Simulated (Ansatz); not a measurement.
Mg2N2, relaxed as a singlet with RKS r2SCAN-D4/def2-TZVP in Ansatz, starting from the GFN1-xTB geometry. Force threshold 0.02 eV/Å.

The restricted singlet is unstable: a solution with broken spin symmetry lies lower. At r2SCAN-D4/def2-TZVP a triplet of charge 0 lies 0.87 eV below the restricted singlet, each at its own geometry. The structure comes from a short search, and lower isomers may exist.

Start:

```xyz
4

Mg   -0.673   -1.010    0.636
Mg    0.677    1.010   -0.630
N     0.957   -0.920   -0.446
N    -0.962    0.920    0.439
```

Task: Estimate the energy that the relaxation releases and the steps that it takes.

Result: 4.6 kcal/mol, in 9 steps; 11 s on 4 threads of Arm Neoverse V2 on a shared host. No frequencies were taken in this run, so the end may be a saddle point.

Task: Does the start keep its bonding and symmetry?

Result: By distances, no bond broke or formed. The bond that changes most is Mg1–N4, from 1.96 to 1.92 Å (atoms count from 1). Point group D2h at the start, C2v at the end, both within 0.05 Å.

Task: Predict the relaxed structure.

Result: 
```tsv
atom	x (Å)	y (Å)	z (Å)
Mg1	-0.5517	-0.9869	0.8533
Mg2	0.8228	1.0681	-0.4344
N3	0.6978	-0.8389	-0.5939
N4	-0.9689	0.7576	0.1749
```
Bond lengths (bridged metal pairs left out): 4 × Mg–N 1.92 Å.
